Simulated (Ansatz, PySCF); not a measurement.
Spin gap between two states, R1 and P1; the higher of the two is an excited state, each structure at its B3LYP-D3(BJ)/def2-TZVP stationary point, reached from a drawn start (curvature not checked).
R1, SiH2 (SMILES [SiH2]) (charge 0, multiplicity 1):
```csv
atom,x (Å),y (Å),z (Å)
Si,0.0000,0.0000,0.7087
H,0.0000,1.0910,-0.3544
H,0.0000,-1.0910,-0.3544
```
P1, SiH2 (SMILES [SiH2]) (charge 0, multiplicity 3, Z-matrix in Å and degrees):
```
Si
H 1 1.4847
H 1 1.4847 2 118.45
```

P less R. No zero-point or thermal terms; singlets are restricted closed shells; open shells are unrestricted.

Cores are frozen in the correlated methods. CBS(a, b) extrapolates the correlation energy as X⁻³ and adds the Hartree–Fock energy of set b.

The values were computed with Ansatz (Gaussian orbitals); PySCF for the D3/D4 terms. No computed number here is a measurement.

| level | spin gap (kJ/mol) |
|---|---|
| PBE/def2-TZVPP | 67.6 |
| PBE-D3(BJ)/def2-TZVPP | 67.6 |
| revPBE-D3(BJ)/def2-TZVPP | 65.2 |
| r2SCAN/def2-TZVPP | 45.1 |
| r2SCAN-D3(BJ)/def2-TZVPP | 45.1 |
| PBE0/def2-TZVPP | 62.5 |
| BHLYP-D4/def2-TZVPP | (withheld) |
| MP2/cc-pV(D+d)Z | (withheld) |
| CCSD(T)/CBS(cc-pV(T+d)Z, cc-pV(Q+d)Z) | (withheld) |

Q: What belongs in the gaps?

A: 
- BHLYP-D4/def2-TZVPP, spin gap (kJ/mol): 81.0
- MP2/cc-pV(D+d)Z, spin gap (kJ/mol): 60.9
- CCSD(T)/CBS(cc-pV(T+d)Z, cc-pV(Q+d)Z), spin gap (kJ/mol): 85.7

Ansatz is a first-principles code.
